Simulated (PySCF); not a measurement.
SMILES CC(=O)[SiH2]C[SeH] (C3H8OSeSi), GFN2-xTB optimised geometry.

```
14

C      1.71     1.46     0.00
C      0.21     1.46     0.00
O     -0.44     2.48     0.00
Si    -0.70    -0.24    -0.02
C     -0.57    -0.97    -1.78
Se     1.25    -1.57    -2.26
H      2.11     2.47     0.00
H      2.07     0.93     0.88
H      2.07     0.92    -0.88
H     -2.11    -0.03     0.29
H     -0.03    -1.16     0.91
H     -1.23    -1.83    -1.92
H     -0.82    -0.24    -2.54
H      1.40    -2.48    -1.14
```

Density from PBE0/def2-TZVP (PySCF 2.14.0) at that geometry.

Minimum of the electron density along straight lines between bonded atoms, close to the bond critical point (lines longer than 1.1 times the sum of covalent radii, or with two minima, are not listed):

| bond | length / Å | ρ at the minimum / e bohr⁻³ | ∇²ρ there / e bohr⁻⁵ | position (fraction from the first atom) |
|---|---|---|---|---|
| C1–C2 | 1.501 | 0.263 | -0.69 | 0.49 |
| C2–O3 | 1.210 | 0.418 | 0.02 | 0.33 |
| C2–Si4 | 1.930 | 0.116 | 0.13 | 0.62 |
| Si4–C5 | 1.914 | 0.113 | 0.16 | 0.39 |
| C5–Se6 | 1.970 | 0.142 | -0.14 | 0.48 |
| C1–H7 | 1.088 | 0.279 | -0.96 | 0.64 |
| C1–H8 | 1.088 | 0.276 | -0.94 | 0.64 |
| C1–H9 | 1.090 | 0.276 | -0.94 | 0.65 |
| Si4–H10 | 1.460 | 0.126 | 0.18 | 0.49 |
| Si4–H11 | 1.468 | 0.124 | 0.18 | 0.49 |
| C5–H12 | 1.089 | 0.278 | -0.95 | 0.65 |
| C5–H13 | 1.090 | 0.276 | -0.94 | 0.65 |
| Se6–H14 | 1.447 | 0.184 | -0.33 | 0.62 |
